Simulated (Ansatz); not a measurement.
`C=CB(C=C)C=C`, charge 0, multiplicity 1.

(1) Give a relaxed structure at PBE0-D4/def2-TZVP (Ansatz). (An estimate is asked.)

Results:

(1) Ansatz gave: 
Z-matrix (Å, degrees):
```
C
C 1 1.336
H 1 1.086 2 121.9
H 1 1.086 2 122.4 3 -179.6
B 2 1.555 1 124.1 3 0.5
H 2 1.089 1 116.0 3 179.8
C 5 1.555 2 120.0 1 173.4
C 5 1.555 2 120.0 1 -6.6
C 7 1.336 5 124.1 2 -6.8
H 7 1.089 5 119.8 2 174.0
C 8 1.336 5 124.1 2 173.1
H 8 1.089 5 119.8 2 -6.0
H 9 1.086 7 121.9 5 0.6
H 9 1.086 7 122.4 5 -179.0
H 11 1.086 8 121.9 5 0.6
H 11 1.086 8 122.4 5 -179.0
```
Point group C3.
This is one stationary point; other conformers may exist.
